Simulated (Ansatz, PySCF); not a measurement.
Ge(F)4 anion (F4Ge), SMILES [F][Ge]([F])([F])[F] (connectivity only; charge and spin as stated), charge -1, multiplicity 2. Atoms are numbered in the order given.

```xyz
5

F      1.1576    -1.1156    -0.0438
Ge    -0.3074    -0.0773     0.0181
F      0.4369     1.5578    -0.0058
F     -0.6583    -0.1458    -1.8260
F     -0.5110    -0.1587     1.8836
```
Charge -1, spin multiplicity 2.

The structure is a stationary point at B3LYP-D3(BJ)/def2-SVPD. The multiplicity is an assumed one; other spin states were not compared. The isomer is the one that the SMILES or the coordinates give; other isomers of the formula were not compared.

Two levels are set side by side: PBE-D3(BJ)/def2-SVPD (Ansatz, a first-principles code) and B3LYP-D3(BJ)/def2-SVPD (Ansatz). Each level has its own optimised geometry; the coordinates shown are those of the second. Frequencies come from the Hessian of PySCF at each geometry. Differences are taken from unrounded values.

```tsv
quantity	B3LYP-D3(BJ)
mean bond length (Å)	1.838
bond F1–Ge2 (Å)	1.797
bond Ge2–F3 (Å)	1.797
bond Ge2–F4 (Å)	1.878
bond Ge2–F5 (Å)	1.878
highest harmonic wavenumber (cm⁻¹)	597
mean harmonic wavenumber (cm⁻¹)	346
zero-point energy (kcal/mol)	4.46
```

Question: What does PBE-D3(BJ) give, and how far is it from B3LYP-D3(BJ)? (Estimate from the structure and the level; the computed values follow.)

Answer: 
| quantity | PBE-D3(BJ) | PBE-D3(BJ) minus B3LYP-D3(BJ) |
|---|---|---|
| mean bond length (Å) | 1.857 | 0.019 |
| bond F1–Ge2 (Å) | 1.816 | 0.020 |
| bond Ge2–F3 (Å) | 1.816 | 0.020 |
| bond Ge2–F4 (Å) | 1.897 | 0.019 |
| bond Ge2–F5 (Å) | 1.897 | 0.019 |
| highest harmonic wavenumber (cm⁻¹) | 567 | -29 |
| mean harmonic wavenumber (cm⁻¹) | 327 | -20 |
| zero-point energy (kcal/mol) | 4.20 | -0.25 |

GGA bonds tend to be longer and softer than those of functionals with exact exchange. Differences between two approximate levels are no errors against the true value.
